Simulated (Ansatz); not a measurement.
Relaxation of a periodic cell of 17 atoms, Na$_{16}$H (host Na, host structure bcc, interstitial H), to a largest force component of 0.03 eV/Å in at most 60 steps.

Theory: DFT PBE, scalar-relativistic, plane waves, PAW in Ansatz 0.2.0. Settings: cutoff 420 eV, k mesh 2x2x2, gaussian smearing 0.15 eV, no spin polarisation.

```xyz
17
Lattice="8.4600 0.0000 0.0000 0.0000 8.4600 0.0000 0.0000 0.0000 8.4600" Properties=species:S:1:pos:R:3
Na 0.000 0.000 0.000
Na 4.230 0.000 0.000
Na 0.000 4.230 0.000
Na 0.000 0.000 4.230
Na 2.115 2.115 2.115
Na 4.230 4.230 0.000
Na 4.230 0.000 4.230
Na 6.345 2.115 2.115
Na 0.000 4.230 4.230
Na 2.115 6.345 2.115
Na 2.115 2.115 6.345
Na 4.230 4.230 4.230
Na 6.345 6.345 2.115
Na 6.345 2.115 6.345
Na 2.115 6.345 6.345
Na 6.345 6.345 6.345
H 1.103 4.239 6.389
```

Question: Where does it end, and by what steps?

Answer: The run converged. The force dipped under the threshold on the way, but the program's further checks kept it going. Limits of this set-up: coarse k mesh, odd electron count without spin, a small cell, in which the defect meets its images. After 5 steps the energy has fallen by 0.035 eV; Na16 moved furthest, 0.18 Å.

```csv
step,energy less start (eV),largest force component (eV/Å),accepted
0,0.0000,0.115,yes
1,-0.0140,0.085,yes
2,-0.0266,0.025,yes
3,-0.0286,0.014,yes
4,-0.0342,0.019,yes
5,-0.0355,0.012,yes
```

```xyz
17
Lattice="8.4600 0.0000 0.0000 0.0000 8.4600 0.0000 0.0000 0.0000 8.4600" Properties=species:S:1:pos:R:3
Na 0.046 0.001 -0.090
Na 4.141 0.000 0.106
Na -0.038 4.231 -0.146
Na 0.045 0.001 4.325
Na 2.064 2.210 2.117
Na 4.379 4.231 0.090
Na 4.141 0.000 4.130
Na 6.447 2.032 2.117
Na -0.045 4.231 4.375
Na 2.064 6.251 2.117
Na 2.170 2.240 6.351
Na 4.377 4.231 4.148
Na 6.447 6.429 2.117
Na 6.191 2.026 6.350
Na 2.169 6.220 6.351
Na 6.190 6.436 6.350
H 1.075 4.230 6.341
```

Time of the run: 51 s on 2 threads of Intel(R) Xeon(R) Platinum 8259CL CPU @ 2.50GHz (Skylake/Cascade Lake), on a shared host, peak memory 1.1 GiB.
